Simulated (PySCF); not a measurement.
**Continuum solvent and chemical shifts**

Bonds (- single, = double, # triple, : aromatic): C1=C2, C2-C3, C3:C4, C4:C5, C5:C6, C6:C7, C7-Cl8, C7:C9, C9:C3. C1 carries H10, H11; C2 carries H12; C4 carries H13; C5 carries H14; C6 carries H15; C9 carries H16. H10 is cis to C3; H11 is trans to C3.

GIAO PBE0/pcSseg-1 in PySCF 2.14.0 with density-fitted response routines on one PBE0-D3(BJ)/def2-SVP conformer, non-relativistic, equivalent nuclei averaged. Solvents enter as an IEF-PCM continuum (tetrahydrofuran with ε = 7.4, methanol with ε = 32.6) around the gas-phase geometry. Shifts are referred to TMS computed in the same medium.

Gas phase, δ in ppm: C7 146.2, C2 143.6, C3 142.6, C5 135.0, C6 134.2, C4 133.1, C9 128.3, C1 120.8, H16 7.83, H14 7.33, H15 7.26, H13 6.97, H12 6.58, H10 6.23. Dipole moment 1.73 D.

(1) How does each δ change in the continuum?

(2) Which of the listed nuclei move most (in ppm), and what does the model miss?

## Answers

(1) 
| atoms | environment | Δδ, tetrahydrofuran | Δδ, methanol |
| --- | --- | --- | --- |
| C7 | aromatic carbon bearing chlorine | -0.5 | -0.6 |
| C2 | alkene CH | +0.7 | +0.8 |
| C3 | substituted aromatic carbon | +1.1 | +1.2 |
| C5 | aromatic CH | +1.9 | +2.4 |
| C6 | aromatic CH | +1.3 | +1.5 |
| C4 | aromatic CH | +2.0 | +2.5 |
| C9 | aromatic CH | +0.9 | +1.1 |
| C1 | terminal =CH2 carbon | +2.6 | +3.2 |
| H16 | hydrogen on an aromatic CH | +0.19 | +0.23 |
| H14 | hydrogen on an aromatic CH | +0.26 | +0.32 |
| H15 | hydrogen on an aromatic CH | +0.19 | +0.22 |
| H13 | hydrogen on an aromatic CH | +0.29 | +0.36 |
| H12 | hydrogen on an alkene CH | +0.20 | +0.24 |
| H10 | hydrogen on a terminal =CH2 carbon | +0.20 | +0.25 |

Changes are relative to the gas phase. The dipole moment becomes 2.19 D in tetrahydrofuran, 2.27 D in methanol.

(2) C1 (terminal =CH2 carbon, +3.2 ppm) in methanol. A continuum only polarises the solute; specific hydrogen bonds, the anisotropy of aromatic solvents and changes of geometry or conformer are outside it.
